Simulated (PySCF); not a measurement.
Species: C5H9O2 (charge -1).
SMILES: `CC(C)(C)C(=O)[O-]`

Jobs on this species (16 atoms, 56 electrons) with PySCF (density fitting). Hardware of each: one thread, x86-64 server, on a shared host. Other jobs ran on the host; a repeat could differ by tens of per cent or more.

| level and settings | work | basis functions | SCF cycles | wall time |
| --- | --- | --- | --- | --- |
| PBE0/pcSseg-1, IEF-PCM cyclohexane | shieldings | 164 | ? | ? |
| PBE0/pcSseg-1, IEF-PCM acetonitrile | shieldings, charges and field gradients | 164 | 13 | 22 s |
| B3LYP/def2-SVPD, IEF-PCM acetonitrile | 6 singlets by full TDDFT, polarisability | 218 | 14 | 38 s |
| B3LYP/def2-SVPD | 6 singlets by full TDDFT, polarisability, dynamic polarisability | 218 | 16 | 43 s |
| PBE0-D3(BJ)/def2-SVP, grid level 1 | geometry optimisation from a GFN2-xTB start | 143 | 40 | 62 s |
| B3LYP/def2-SVPD, IEF-PCM cyclohexane | 6 singlets by full TDDFT, polarisability | 218 | 14 | 37 s |

Q: Fill in the missing figures.

A: 
- PBE0/pcSseg-1, IEF-PCM cyclohexane; shieldings: 25 s, 14 SCF cycles

Q: What do all jobs in the table cost together?

A: About 3.8 min; the longest takes about 27 % of that, and about 2.8 times as long as the shortest.
